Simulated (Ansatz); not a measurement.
Coupled-cluster run, CH4OSSi, SMILES `SC1O[SiH2]1`.

```yaml
crystal:
  periodic: [false, false, false]
  atoms:
    - {symbol: S, position_ang: [-1.899691, 0.185846, -0.412855]}
    - {symbol: C, position_ang: [-0.339563, 0.201934, 0.420612]}
    - {symbol: O, position_ang: [0.758503, 0.934634, -0.228515]}
    - {symbol: Si, position_ang: [1.081260, -0.694007, -0.257939]}
    - {symbol: H, position_ang: [-2.281380, 1.439895, -0.104110]}
    - {symbol: H, position_ang: [-0.402715, 0.435843, 1.480536]}
    - {symbol: H, position_ang: [2.177998, -1.176803, 0.606759]}
    - {symbol: H, position_ang: [0.997789, -1.384540, -1.560188]}
basis:
  gaussian: {orbitals: def2-SVP}
correlation: {method: ccsd_t}
```

```sh
$ ansatz run in.yaml --threads 2 --pin off --events-out ev --progress --plain --max-ram 4352MiB
```

The program prints (abridged):

```
Functional definition: HF
807 factors; integrals over basis functions are off by at most 1.1e-3 eV
mean field evaluation 1: about -21798.2174 eV, gradient 3.3e1 eV
mean field evaluation 2: about -21798.2219 eV, gradient 3.3e1 eV
mean field evaluation 4: about -21800.9400 eV, gradient 3.5e0 eV
mean field evaluation 8: about -21800.9900 eV, gradient 2.4e-4 eV
mean field -21800.99004331 eV, -801.1716068500 hartree, gradient 1.5e-6 eV, S^2 0.000000; 0 other end points of the search recorded, 0 dependent functions left out
12 core orbitals not correlated: weight in the atoms' cores, before any rotation towards them, 1.000 or more for the frozen orbitals, at most 0.000 for the correlated occupied ones
reference -21800.99004331 eV, -801.1716068500 hartree; 12, 12 occupied and 60, 60 virtual orbitals, 807 factors
second order -14.95932927 eV of doubles, -0.00000000 eV of singles
cycle   1  -15.47647731 eV  change   -5.2e-1 eV  update   1.1e-1
cycle   2  -15.94749791 eV  change   -4.7e-1 eV  update   3.2e-2
cycle   3  -16.07428491 eV  change   -1.3e-1 eV  update   1.8e-2
cycle   4  -16.06796020 eV  change    6.3e-3 eV  update   4.8e-3
cycle   5  -16.06735170 eV  change    6.1e-4 eV  update   2.3e-3
cycle   6  -16.06762716 eV  change   -2.8e-4 eV  update   7.2e-4
cycle   7  -16.06721572 eV  change    4.1e-4 eV  update   2.7e-4
cycle   8  -16.06718513 eV  change    3.1e-5 eV  update   7.6e-5
cycle   9  -16.06720610 eV  change   -2.1e-5 eV  update   3.1e-5
cycle  10  -16.06719553 eV  change    1.1e-5 eV  update   1.1e-5
perturbative correction -0.50495253 eV, -0.0185566631 hartree
Total energy: -21817.56219137 eV, -801.7806220582 hartree
```

It took 1.9 s on 2 threads of an Arm Neoverse V2 on a shared host, with 0.39 GiB of host memory at the peak.

The correlation energy is -16.572 eV, 3.0 % of it from (T); the T1 diagnostic reads 0.0148.
